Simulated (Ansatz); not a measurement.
Cost and result up the ladder for Al(OPMe3)F3 (C₃H₉AlF₃OP) (18 atoms). Charge 0, multiplicity 1. Geometry: PBE-D4/def2-SVP.

```tsv
atom	x (Å)	y (Å)	z (Å)
Al1	1.344	0.033	2.255
O2	-0.008	0.743	1.199
P3	-0.333	0.194	-0.229
C4	1.072	0.395	-1.354
C5	-1.738	1.141	-0.869
C6	-0.779	-1.561	-0.184
H7	0.835	0.025	-2.370
H8	1.899	-0.192	-0.903
H9	1.355	1.464	-1.393
H10	-1.462	2.213	-0.900
H11	-2.018	0.798	-1.884
H12	-2.597	1.015	-0.182
H13	0.111	-2.085	0.218
H14	-1.634	-1.699	0.506
H15	-1.037	-1.939	-1.192
F16	2.447	1.268	2.552
F17	1.936	-1.138	1.137
F18	0.607	-0.673	3.592
```

Ansatz on 4 threads of Intel Xeon on a shared host. Times are rough, and most runs start from the orbitals of an earlier one. PBE0-D4/def2-TZVPD serves as the yardstick here, not as an exact answer. Differences are given only for rows in sets of like size (and for xTB, whose basis is part of the method), since another set adds its own error. Binding counts from free atoms at the same level (Al doublet, O triplet, P quartet, C triplet, H doublet, F doublet; other spins of the atoms weren't run), without zero-point energy or a counterpoise term.

Correlated methods freeze 17 core orbitals. The rows differ in basis, and correlated rows in double-zeta sets carry the largest basis error.

Correlated methods converge slowly with the basis, most of all in double-zeta sets.

| level | functions | wall time | binding energy per atom (eV) | difference from PBE0-D4/def2-TZVPD (eV) |
| --- | --- | --- | --- | --- |
| HF/STO-3G | 62 | 1.2 s | 3.33 | – |
| PBE-D4/def2-SVP | 179 | 4.5 s | 4.26 | – |
| PBE0-D4/def2-SVP | 179 | 7.5 s | 4.18 | – |
| PBE-D4/def2-TZVP | 345 | 11 s | 4.26 | 0.08 |
| revPBE-D4/def2-TZVP | 345 | 11 s | 4.16 | -0.02 |
| BLYP-D4/def2-TZVP | 345 | 11 s | 4.19 | 0.01 |
| r2SCAN-D4/def2-TZVP | 345 | 18 s | 4.22 | 0.03 |
| PBE-D4/def2-TZVPD | 438 | 20 s | 4.26 | 0.08 |
| BLYP-D4/def2-TZVPD | 438 | 24 s | 4.19 | 0.01 |
| MP2/def2-TZVP | 345 | 30 s | 4.16 | -0.02 |
| PBE0-D4/def2-TZVP (with forces) | 345 | 31 s | 4.18 | 0.00 |
| PBE0-D4/def2-TZVPD | 438 | 37 s | 4.19 | 0.00 |
| CCSD(T)/def2-SVP | 179 | 3.1 min | 3.96 | – |
